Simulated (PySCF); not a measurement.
**How methods differ on the interval between two levels of Ti²⁺**

Ti²⁺ [Ar] 3d2 [3F4, M_J = 4] → Ti²⁺ [Ar] 3d1 4s1 [3D3, M_J = 3], as a difference of total energies. All numbers are calculated (PySCF 2.14, the two-component X2C-1e Hamiltonian, in x2c-TZVPall-2c with one added diffuse shell each of s, p, d type (7s8p5d1f, 63 functions)). Correlated levels: [Ne] frozen; the 6 highest virtual spinors dropped. "Screened" scales the spin-orbit matrix elements by Boettger's factors to mimic the two-electron term; Breit and QED terms are absent.

```
                    method  interval between two levels (cm⁻¹)
           GHF (spin-free)                               36807
          GMP2 (spin-free)                               35030
 GHF (screened spin-orbit)                               36766
GMP2 (screened spin-orbit)                               34987
```

The labels give the starting determinants; with spin-orbit coupling the two ends relaxed to ⟨J²⟩ = 20.00, ⟨L²⟩ = 12.00, ⟨S²⟩ = 2.00 and ⟨J²⟩ = 12.00, ⟨L²⟩ = 6.00, ⟨S²⟩ = 2.00.
